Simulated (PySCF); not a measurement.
C8H11 (doublet state).
Numbering: `[CH2:1]=[C:2]=[C:3]([CH3:4])[CH2:5]/[CH:6]=[C:7]\[CH3:8]` (hydrogens: H9, H10 on C1; H11, H12, H13 on C4; H14, H15 on C5; H16 on C6; H17, H18, H19 on C8)

Cartesian coordinates in Å at the GFN2-xTB level; atoms count from 1:
```
atom  x, y, z in Å
C1    -3.0277    1.8831   -0.1196
C2    -2.0706    1.0125   -0.0688
C3    -1.1176    0.1262   -0.0391
C4    -1.1155   -1.0156    0.9384
C5     0.0820    0.2279   -0.9376
C6     1.2720    0.7817   -0.1381
C7     2.3442    0.1256    0.1607
C8     2.9910   -1.1715   -0.0066
H9    -3.0119    2.7842    0.4748
H10   -3.8895    1.7476   -0.7556
H11   -0.2192   -0.9653    1.5561
H12   -1.1086   -1.9661    0.4047
H13   -1.9916   -0.9788    1.5806
H14    0.3422   -0.7567   -1.3282
H15   -0.1194    0.9072   -1.7677
H16    1.1244    1.8051    0.1845
H17    2.3786   -1.9731    0.4144
H18    3.1710   -1.3769   -1.0648
H19    3.9562   -1.1879    0.5044
```

The hyperfine couplings belong to this conformer and change with its torsions.

The calculation used UKS B3LYP, pcH-1 on C H, non-relativistic, mean-field spin-orbit, GIAO (PySCF 2.14.0). Geometry: GFN2-xTB, one conformer, isolated molecule. GFN2-xTB frequencies show an imaginary mode (72i cm⁻¹), so this geometry is no minimum at that level. Couplings are sensitive to structure, and on GFN2-xTB geometries they can be far from those on DFT ones. The SCF solution wasn't tested for stability.

What is the g tensor, term by term?

```csv
Δg (ppm),1,2,3
relativistic mass correction,-153,-153,-153
gauge correction,34,15,-28
orbital Zeeman/spin–orbit,-569,-10,695
total,-688,-147,513
```

So g = 2.00163, 2.00217, 2.00283 and g_iso = 2.00221; the tensor is rhombic: the two nearest values differ by 45 % of g3 − g1. Axes: g1 points within 12° of the C7–C8 bond and g2 points within 10° of the C5–C6 bond.

At 9.634 GHz, how far is the centre of the isotropic spectrum from where a free electron (g = 2.002319) resonates?

B = hν/(g μB) with μB/h = 13.99624 MHz/mT gives 343.77 mT for the free electron and 343.78 mT at g_iso, 0.02 mT higher.

What effective moment and Curie constant follow for a powder?

With the mean of g² = 4.0089 and S(S+1) = 0.75: μ_eff = √(⟨g²⟩S(S+1)) = 1.734 μB and χT = 0.12505·⟨g²⟩·S(S+1) = 0.376 cm³ K/mol (cgs; spin-Hamiltonian part alone).

What are the electron Larmor frequencies g μB B/h along the three axes at 350 mT?

9.8054, 9.8080, 9.8112 GHz for g1, g2 and g3, a range of 5.9 MHz.

In a frozen sample, at which fields do the three g values resonate at 9.5, 34, 94 and 263 GHz (hyperfine left aside), and which band first spreads them over more than twice a line width of 1.0 mT?

```json
{"band": "X", "GHz": "9.5", "B(g3) mT": "338.90", "B(g2) mT": "339.01", "B(g1) mT": "339.10", "spread mT": "0.20"}
{"band": "Q", "GHz": "34.0", "B(g3) mT": "1212.89", "B(g2) mT": "1213.29", "B(g1) mT": "1213.62", "spread mT": "0.73"}
{"band": "W", "GHz": "94.0", "B(g3) mT": "3353.29", "B(g2) mT": "3354.40", "B(g1) mT": "3355.31", "spread mT": "2.01"}
{"band": "J", "GHz": "263.0", "B(g3) mT": "9382.09", "B(g2) mT": "9385.18", "B(g1) mT": "9387.72", "spread mT": "5.63"}
```

The spread grows in proportion to the frequency. W band is the first where it exceeds 2.0 mT.

The largest Mulliken spin populations are on C7 (+0.99), C6 (-0.16) and C5 (+0.08). C7 is the only atom above +0.15.

The HOMO–LUMO gaps are 5.68 eV among the α and 4.93 eV among the β orbitals.

The run took 94 s wall (grids of density and orbitals included) on one thread of an Arm Neoverse V1 (shared host), and the process peaked at 1.1 GiB of memory.
